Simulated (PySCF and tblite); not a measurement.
The numbers below are computed, except where a source is named.
C₅H₉F₃O, numbered as in [CH3:1][O:2][C@H:3]([CH3:4])[CH2:5][C:6]([F:7])([F:8])[F:9].

Free energies: PBE0-D3(BJ)/pcSseg-1 on GFN2-xTB structures plus GFN2-xTB thermal terms, symmetry and mirror images included. Conformers within 3 kcal/mol (GFN2-xTB free energy) were kept, 10 at most. Programs: PySCF with density fitting and tblite.

Torsions listed: C1–O2–C3–C4, O2–C3–C5–C6.

```csv
conformer,shape,symmetry
1,"-73°, -153°",C1
2,"-66°, 75°",C1
3,"-155°, -153°",C1
4,"-84°, -75°",C1
5,"-165°, 54°",C1
```

Task: Which of these conformers is the most populated at 298.15 K, and with what share?

Result: Conformer 4, about 38 %. The lead over the next is within the error of the method.

Task: Give the DFT energies and free energies relative to the lowest, and all weights.

Result: 
```json
{"conformer": "1", "shape": "-73°, -153°", "E(DFT) kcal/mol": "0.00", "G(298.15 K) kcal/mol": "0.17", "weight %": "28.6"}
{"conformer": "2", "shape": "-66°, 75°", "E(DFT) kcal/mol": "1.73", "G(298.15 K) kcal/mol": "2.29", "weight %": "0.8"}
{"conformer": "3", "shape": "-155°, -153°", "E(DFT) kcal/mol": "0.04", "G(298.15 K) kcal/mol": "0.18", "weight %": "28.3"}
{"conformer": "4", "shape": "-84°, -75°", "E(DFT) kcal/mol": "0.03", "G(298.15 K) kcal/mol": "0.00", "weight %": "38.1"}
{"conformer": "5", "shape": "-165°, 54°", "E(DFT) kcal/mol": "1.02", "G(298.15 K) kcal/mol": "1.30", "weight %": "4.3"}
```

Task: How does its share change from 150 K to 400 K?

Result: From 44 % to 36 %; the mixing entropy goes from 2.21 to 2.64 cal/(mol K).


Conformer gaps in pcSseg-1 on xTB geometries can be 2 kcal/mol off for S=O, P=O and other polar bonds.